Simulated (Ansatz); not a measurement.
Cost and result up the ladder for Si₂Se₄ (6 atoms). Charge 0, multiplicity 1. Geometry: PBE0-D4/def2-SVP.

| atom | x (Å) | y (Å) | z (Å) |
| --- | --- | --- | --- |
| Si1 | 0.780 | 0.401 | 0.288 |
| Si2 | -1.836 | -0.218 | -1.107 |
| Se3 | 0.026 | -1.801 | -0.524 |
| Se4 | -1.174 | -0.750 | 1.257 |
| Se5 | -0.363 | 1.644 | -1.214 |
| Se6 | 2.566 | 0.725 | 1.301 |

Ansatz on 4 threads of Arm Neoverse V2 on a shared host. Times are rough, and most runs start from the orbitals of an earlier one. ωB97X-V/def2-TZVP serves as the yardstick here, not as an exact answer. Differences are given only for rows in sets of like size (and for xTB, whose basis is part of the method), since another set adds its own error. Binding counts from free atoms at the same level (Si triplet, Se triplet; other spins of the atoms weren't run), without zero-point energy or a counterpoise term.

Correlated methods freeze 46 core orbitals; core or outer-core shells of Se are correlated, in sets that lack core-valence functions. The rows differ in basis, and correlated rows in double-zeta sets carry the largest basis error. Another isomer (singlet) lies 1.07 eV lower at PBE0-D4/def2-TZVP; other spin states weren't run for this one.

Correlated methods converge slowly with the basis, most of all in double-zeta sets.

```json
{"level": "LDA (SPW92)/def2-TZVP", "functions": "266", "wall time": "3 s", "binding energy per atom (eV)": "3.82", "difference from ωB97X-V/def2-TZVP (eV)": "0.75"}
{"level": "PBE-D4/def2-TZVP (with forces)", "functions": "266", "wall time": "7.5 s", "binding energy per atom (eV)": "3.29", "difference from ωB97X-V/def2-TZVP (eV)": "0.22"}
{"level": "r2SCAN-D4/def2-TZVP", "functions": "266", "wall time": "13 s", "binding energy per atom (eV)": "3.16", "difference from ωB97X-V/def2-TZVP (eV)": "0.09"}
{"level": "PBE0-D4/def2-TZVP", "functions": "266", "wall time": "15 s", "binding energy per atom (eV)": "3.15", "difference from ωB97X-V/def2-TZVP (eV)": "0.08"}
{"level": "ωB97X-V/def2-TZVP", "functions": "266", "wall time": "37 s", "binding energy per atom (eV)": "3.07", "difference from ωB97X-V/def2-TZVP (eV)": "0.00"}
{"level": "CCSD(T)/def2-SVP", "functions": "164", "wall time": "66 s", "binding energy per atom (eV)": "2.58", "difference from ωB97X-V/def2-TZVP (eV)": "–"}
```
